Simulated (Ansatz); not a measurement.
The molecule PH+, multiplicity 2 (lowest of 2S+1 = 2, 4 at CCSD(T)/def2-TZVPP on PBE0 minima; our sources give no spin for the ground state, which may be another).

The constants come from a fifth-degree fit in 1/R (seven points, main isotopes). In def2 and cc sets the state is the lowest found near the PBE0 minimum, followed along R.

The values were computed with Ansatz (a first-principles code). 

Energies at PBE0/def2-TZVPP:

```csv
R (Å),E (hartree)
1.333674,-341.37214241
1.369526,-341.37482171
1.402509,-341.37614504
1.439795,-341.37652098
1.477080,-341.37589051
1.520102,-341.37412398
1.570294,-341.37092320
```

Problem. With a reduced mass of 0.9761 u, find the minimum, the force constant and the constants.

Solution. A fifth-degree polynomial in 1/R puts the minimum at r_e = 1.4341 Å with force constant 323 N/m. Then ω_e = (1/2πc)√(k/μ) = 2372 cm⁻¹ and B_e = h/(8π²cμr_e²) = 8.398 cm⁻¹; the cubic and quartic terms give α_e = 0.22 and ω_e x_e = 36 cm⁻¹.
